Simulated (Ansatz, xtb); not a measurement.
## C2H5ClSi+: where a starting geometry ends

The starting geometry of this gas-phase doublet was built from a drawn formula by distance geometry and a force field; its bonds are those of `[CH2+][SiH2][CH]Cl`.

```xyz
9

C     1.2914   -0.7848    2.2589
C     0.7197    1.9279    1.1821
Cl    1.6688    2.1414   -0.2855
Si    0.0310    0.3982    1.8970
H     1.3244   -1.1977    3.2705
H     2.0194   -1.0559    1.5339
H    -0.9779   -0.2003    0.9011
H    -0.7244    0.7889    3.0936
H     0.5292    2.8823    1.6525
```

Question: Predict what it relaxes into with r2SCAN-D4/def2-SVP.

Answer: A new bond forms, giving a structure given below by its coordinates. Distances that change by over a tenth: C2–Si4 (1.82 → 2.18 Å). Contacts that close: C1–C2 (2.97 → 1.46 Å).

The energy falls by 2.16 eV over 20 steps:

| step | E − E(last) (eV) |
| --- | --- |
| 1 | 2.164 |
| 3 | 1.665 |
| 5 | 1.412 |
| 7 | 1.299 |
| 9 | 1.125 |
| 12 | 0.223 |
| 14 | 0.035 |
| 16 | 0.013 |
| 18 | 0.001 |
| 20 | 0.000 |

Final geometry (Å):

```yaml
atoms:
  - { symbol: C, position_ang: [1.3677, -0.0282, 2.0192] }
  - { symbol: C, position_ang: [1.2569, 1.3295, 1.5080] }
  - { symbol: Cl, position_ang: [1.4983, 1.7084, -0.1240] }
  - { symbol: Si, position_ang: [-0.5203, 0.1261, 1.8827] }
  - { symbol: H, position_ang: [1.6890, -0.1045, 3.0694] }
  - { symbol: H, position_ang: [1.7919, -0.7813, 1.3402] }
  - { symbol: H, position_ang: [-1.1471, -0.2229, 0.5949] }
  - { symbol: H, position_ang: [-1.2632, 0.6749, 3.0327] }
  - { symbol: H, position_ang: [1.2086, 2.1981, 2.1810] }
```

From the same start GFN2-xTB reaches the same bonding as this run.

No frequencies were run, so the end isn't proven a minimum. Open shells are spin-unrestricted. Run with Ansatz 0.2.0, 68 s on 2 threads of Intel(R) Xeon(R) 6975P-C (Granite Rapids), with other jobs on the host.
